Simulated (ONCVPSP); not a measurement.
## Tl: one change to an ONCV potential, before and after

thallium (Tl), optimised norm-conserving Vanderbilt (ONCV), made with ONCVPSP 4.0.1 (PBEsol, non-relativistic). Core [Xe] 4f14 5d10, reference 6s2 6p1. Waves: 6s: rc 2.25 bohr, ncon 5, nbas 8, qcut 2.3 1/bohr, 3 projectors, debl 2 Ha; 6p: rc 3.30 bohr, ncon 5, nbas 8, qcut 2 1/bohr, 1 projector. Local part: polynomial inside 2.20 bohr (lpopt 5, dvloc0 1 Ha). Core correction: Teter function, fcfact 3.25, rcfact 1.05.

Change: local potential polynomial inside 2.20 bohr (lpopt 5, dvloc0 5.5 Ha).

Cutoffs: the cutoffs (Ha) at which the residual kinetic energy of the hardest occupied pseudo-wave falls to 1 and 0.1 mHa per electron; they do not see the model core or the augmentation charge, which bear on the density cutoff. Errors are all-electron minus pseudo energies relative to the spin-unpolarised reference configuration.

Problem. What does the change do?

Solution. The potential gets neither clearly harder nor softer (8.4 Ha and 19 Ha → 8.4 Ha and 19 Ha); the bound ghosts move from s to p, s; of the 4 tests that both files solve, the error grows in 0 and shrinks in 2 by more than 15 % and 0.3 meV (median size 13.2 → 13.3 meV). In the separable form a ghost depends on how the local part lies against the semilocal potential of the channel, so the choice of the local part can create or remove one.

```csv
quantity,base,changed
"cutoff, loose",8.4 Ha,8.4 Ha
"cutoff, tight",19 Ha,19 Ha
bound ghosts,s,"s, p"
GHOST(+) flags under 300 eV,s at 226.8 eV,none
"error for 6s2 6p0, meV [ΔE 5.33 eV]",+2.3,+2.3
"error for 6s1 6p0, meV [ΔE 23.21 eV]",-24,-24
"error for 6s2 6p0.5, meV [ΔE 1.95 eV]",+0.4,+0.1
"error for 6s0 6p3, meV [ΔE 10.30 eV]",+36,+24
s: phases at 2.28 bohr within 0.05 rad from the reference energy up to (Ha; the scan ends near 5),to the end of the scan,to the end of the scan
p: phases at 3.34 bohr within 0.05 rad from the reference energy up to (Ha; the scan ends near 5),0.6,1.1
"rms error of d²Exc/dni dnj with the model core, mHa",4.57,4.57
```

Base: The cutoffs count occupied waves only; projector 2 of the s channel, the hardest unoccupied one, needs 39 Ha at the loose tolerance. Changed file: The cutoffs count occupied waves only; projector 2 of the s channel, the hardest unoccupied one, needs 39 Ha at the loose tolerance. A true bound ghost makes a file unfit for plane-wave use even where its test errors are small: the radial tests pick states by their node count and pass the ghost by.
